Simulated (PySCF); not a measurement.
# Correlation energy of Cu (copper, neutral)

[Ar] 3d10 4s1, 2S determinant. All numbers are calculated (PySCF 2.14, scalar relativity by spin-free X2C-1e, in x2c-SVPall (5s3p3d1f, 36 functions)). Frozen: [Ar]; 11 electrons correlated.

MP2 pair energies summed by pair of shells (mhartree):

```json
{"pair": "3d-3d", "energy": "-285.98", "share (%)": "96.4"}
{"pair": "3d-4s", "energy": "-10.55", "share (%)": "3.6"}
```

Total MP2 correlation energy: -296.53 mhartree.

Same-spin part -113.62 and opposite-spin part -182.91 mhartree; SCS-MP2 scales them by 1/3 and 6/5 to -257.37 mhartree.

| level | correlation energy (mhartree) |
| --- | --- |
| CCSD | -261.50 |
| (T) | -14.53 |
| CCSD(T) | -276.03 |

Diagnostics: T1 = 0.022, D1 = 0.0329, largest double amplitude 0.034.

Cost of the coupled-cluster step: 0.55 s of wall time on 1 thread of Neoverse-V2 (shared host), for 11 correlated electrons.
